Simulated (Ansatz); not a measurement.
`N[C@@H](F)[Si@@H](O)F`. The species carries charge 0 and has multiplicity 1. The geometry is a stationary point of PBE0-D4/def2-TZVP. It is one conformer, not always the lowest.

```xyz
11

N     0.755   -0.257   -1.418
C    -0.307    0.425   -0.819
F    -1.590   -0.120   -1.143
Si   -0.188    0.371    1.064
O     0.365   -1.124    1.412
F     0.845    1.485    1.550
H     0.885   -1.198   -1.074
H     0.753   -0.231   -2.428
H    -0.341    1.453   -1.192
H    -1.469    0.661    1.742
H     0.291   -1.464    2.304
```

Question: What is the dipole moment at B3LYP/def2-TZVPP? (An estimate is asked.)

Answer: Ansatz gave: 1.17 D, with components (0.27, -1.03, 0.48) D in this frame, pointing from negative to positive charge.

Question: And with PBE, r2SCAN, ωB97M-V? (An estimate is asked.)

Answer: The calculation gave: PBE 1.21 D, r2SCAN 1.21 D, ωB97M-V 1.18 D.

Question: Give the Mulliken charges with B3LYP, ωB97M-V, PBE in def2-TZVPP. (An estimate is asked.)

Answer: Computed: 
```tsv
atom	B3LYP	ωB97M-V	PBE
N1	-0.30	-0.26	-0.30
C2	0.09	0.05	0.05
F3	-0.27	-0.25	-0.22
Si4	0.72	0.67	0.61
O5	-0.39	-0.38	-0.35
F6	-0.32	-0.31	-0.27
H7	0.15	0.13	0.16
H8	0.14	0.11	0.15
H9	0.09	0.10	0.08
H10	-0.10	-0.05	-0.10
H11	0.19	0.18	0.19
```

B3LYP here is the variant with VWN-RPA as its local correlation; programs differ in this.
